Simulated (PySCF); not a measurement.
Static polarisabilities and like-pair C6 coefficients by linear response at PBE0/def2-SVPD (PySCF, frozen core in the response, non-relativistic, gas phase), PBE0-D3(BJ)/def2-SVP geometries, one conformer each; atomic units unless stated. Spin–orbit coupling is left out although an atom past zinc is present.

```tsv
label	species	α	C6
P	`C(C)(C)([AsH2+][BH3-])C`	101.0	3904
Q	`[BH3-][AsH2+][C@H](C)CC`	99.9	3860
R	`[BH3-][AsH2+][C@@H](C)CC`	101.3	3933
S	`F[C@@H]1CC(Cl)=CO[C@H]1F`	75.4	2597
```

Estimate the unlike-pair coefficients by the rule C6(AB) = 2·C6(AA)·C6(BB) / [C6(AA)·αB/αA + C6(BB)·αA/αB], and compare with the geometric mean.

| pair | combination rule | geometric mean | ratio |
| --- | --- | --- | --- |
| PQ | 3882 | 3882 | 1.000 |
| PR | 3918 | 3918 | 1.000 |
| PS | 3172 | 3184 | 0.996 |
| QR | 3896 | 3896 | 1.000 |
| QS | 3155 | 3166 | 0.997 |
| RS | 3183 | 3196 | 0.996 |

The rule is exact for one-pole polarisabilities and never exceeds the geometric mean; the two meet where both partners have the same effective excitation energy. These unlike-pair values are estimates, not computed integrals.
